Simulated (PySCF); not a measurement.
Molecule: SMILES BC(C)C, C3H9B.

Molfile (atoms numbered from 1):
```
C3H9B
     RDKit          3D

 13 12  0  0  0  0  0  0  0  0999 V2000
   -0.0075    1.2251   -0.4638 B   0  0  0  0  0  0  0  0  0  0  0  0
   -0.0946   -0.3234   -0.4958 C   0  0  0  0  0  0  0  0  0  0  0  0
   -1.4420   -0.9518   -0.1535 C   0  0  0  0  0  0  0  0  0  0  0  0
    1.0868   -1.0988    0.0795 C   0  0  0  0  0  0  0  0  0  0  0  0
    1.0697    1.7794   -0.4202 H   0  0  0  0  0  0  0  0  0  0  0  0
   -1.0043    1.8996   -0.6080 H   0  0  0  0  0  0  0  0  0  0  0  0
    0.0079   -0.3403   -1.6192 H   0  0  0  0  0  0  0  0  0  0  0  0
   -1.6181   -0.9193    0.9341 H   0  0  0  0  0  0  0  0  0  0  0  0
   -2.2756   -0.4205   -0.6364 H   0  0  0  0  0  0  0  0  0  0  0  0
   -1.4902   -2.0105   -0.4569 H   0  0  0  0  0  0  0  0  0  0  0  0
    2.0497   -0.6725   -0.2390 H   0  0  0  0  0  0  0  0  0  0  0  0
    1.0669   -2.1594   -0.2204 H   0  0  0  0  0  0  0  0  0  0  0  0
    1.0651   -1.0743    1.1812 H   0  0  0  0  0  0  0  0  0  0  0  0
  1  2  1  0
  2  3  1  0
  2  4  1  0
  1  5  1  0
  1  6  1  0
  2  7  1  0
  3  8  1  0
  3  9  1  0
  3 10  1  0
  4 11  1  0
  4 12  1  0
  4 13  1  0
M  END
```

Geometry PBE0-D3(BJ)/def2-SVP throughout; GIAO in PySCF 2.14, gas phase, one conformer, non-relativistic; equivalent atoms averaged; functional PBE0.

Q: How do the shifts δ (against BF3·OEt2, TMS at the same level) depend on the basis set? (ppm; last column core-seconds on 1 thread of an Arm Neoverse V1, shared host)

A: 
```tsv
basis set	functions	B1	C2	C3/C4	H5/H6	H8/H9/H10/H11/H12/H13	H7	core-s
pcSseg-0	54	90.7	45.2	23.9	8.49	1.58	0.35	3.5
6-31G*	74	79.0	41.6	21.2	7.69	1.46	0.58	4.9
cc-pVDZ	101	82.7	46.4	22.3	7.60	1.37	0.54	6.8
def2-SVP	101	82.0	42.4	21.0	7.54	1.30	0.39	6.4
pcSseg-1	113	85.8	46.0	21.9	7.38	1.42	0.32	7.4
6-311+G(2d,p)	162	83.1	46.4	21.0	7.47	1.37	0.55	12
aug-cc-pVDZ	173	81.7	46.3	20.7	7.65	1.46	0.63	14
def2-TZVP	178	84.1	46.9	21.8	7.50	1.37	0.51	15
IGLO-III	230	88.3	48.0	22.0	7.41	1.39	0.50	21
cc-pVTZ	246	83.3	46.7	21.6	7.36	1.39	0.46	23
```

Q: Which nucleus moves most, in ppm?

A: B1 (boron bonded to C, 2 H): from 79.0 ppm with 6-31G* to 90.7 ppm with pcSseg-0. The smallest spread is 0.28 ppm, at H8/H9/H10/H11/H12/H13. Proton shifts span only some 12 ppm, so a few tenths of a ppm matter as much there as several ppm in carbon.

Q: Taking the largest basis, cc-pVTZ (246 functions), as the yardstick, rank the others by their worst heavy-atom deviation.

A: 6-311+G(2d,p) 0.6 ppm (162 functions), cc-pVDZ 0.8 ppm (101 functions), def2-TZVP 0.9 ppm (178 functions), aug-cc-pVDZ 1.6 ppm (173 functions), pcSseg-1 2.5 ppm (113 functions), def2-SVP 4.3 ppm (101 functions), 6-31G* 5.1 ppm (74 functions), IGLO-III 5.1 ppm (230 functions), pcSseg-0 7.4 ppm (54 functions).

A small basis that lands close on one nucleus may do so by chance; judge by the trend and by all nuclei.
